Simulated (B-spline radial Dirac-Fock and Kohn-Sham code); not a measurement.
## What relativity does to the binding energies of K¹⁵⁺

System: K¹⁵⁺ in the configuration 1s2 2s2.

Both columns are ΔSCF binding energies of the configuration average from a radial B-spline solver: non-relativistic Hartree-Fock with a point nucleus, and Dirac-Fock with a finite nucleus and the Coulomb interaction alone, averaged over the two j levels with weights 2j+1.

```csv
shell,Hartree-Fock (eV),Dirac-Fock (eV),shift (eV),shift (%)
1s,4398.9,4418.9,+20.03,+0.46
2s,956.9,962.2,+5.34,+0.56
```

Relativity binds 1s, 2s more strongly, among those listed most of all 2s in relative terms.

Values without a named source are computed, but for edge energies of neutral atoms, which are taken from tables.
